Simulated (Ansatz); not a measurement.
A nudged elastic band was laid between two geometries of AlBrFH₂N (6 atoms, charge 0, multiplicity 1).

All numbers below come from RKS PBE0-D4/def2-SVP in Ansatz.

```
movable images  : 5
climbing image  : yes
spring          : 5.0 eV/Å²
optimiser       : quadratic models (default)
start path      : through a guess of the saddle point
force threshold : 0.05 eV/Å
iteration limit : 60
end points      : relaxed
```

Initial state:

```xyz
6
Properties=species:S:1:pos:R:3
N -0.197 0.985 -0.042
Al 0.244 -0.702 0.115
F 1.394 -1.155 1.221
Br -0.720 -2.272 -1.154
H 0.207 1.737 0.504
H -0.886 1.343 -0.691
```

Final state:

```xyz
6
Properties=species:S:1:pos:R:3
N -0.195 0.986 -0.042
Al 0.243 -0.703 0.114
F 1.398 -1.153 1.217
Br -0.724 -2.275 -1.150
H -0.896 1.341 -0.682
H 0.215 1.740 0.496
```

Task: Which bonds break or form, and what moves?

Result: No bond is made or broken.  The two ends are copies of one structure, up to a mirror image or an exchange of like atoms.

Task: What energy profile does the band end with?

Result: It converged. The highest image is number 3 of 0 to 6, 31.8 kJ/mol above the ends, which have the same energy within 2 meV. A vibrational analysis at the climbing image gives one clearly imaginary mode, 364i cm⁻¹: a first-order saddle point.

```json
{"image": "0", "path coordinate (Å)": "0.00", "energy (kJ/mol)": "0.0"}
{"image": "1", "path coordinate (Å)": "0.55", "energy (kJ/mol)": "7.9"}
{"image": "2", "path coordinate (Å)": "1.10", "energy (kJ/mol)": "23.8"}
{"image": "3", "path coordinate (Å)": "1.65", "energy (kJ/mol)": "31.8"}
{"image": "4", "path coordinate (Å)": "2.19", "energy (kJ/mol)": "23.8"}
{"image": "5", "path coordinate (Å)": "2.73", "energy (kJ/mol)": "8.1"}
{"image": "6", "path coordinate (Å)": "3.27", "energy (kJ/mol)": "0.0"}
```

Task: What is the geometry of the highest image?

Result: 
```xyz
6
Properties=species:S:1:pos:R:3
N -0.284 0.993 -0.022
Al 0.279 -0.674 0.049
F 1.731 -1.100 0.732
Br -0.873 -2.410 -0.778
H -0.788 1.470 0.716
H -0.024 1.656 -0.743
```

Task: What are the harmonic wavenumbers there?

Result: 364i, 120, 174, 219, 227, 414, 624, 790, 934, 1514, 3630, 3720 cm⁻¹.

Run time: 99 s on 2 threads of AMD EPYC 9R14 (Zen 4), with other jobs on the host, peak memory 0.21 GiB.
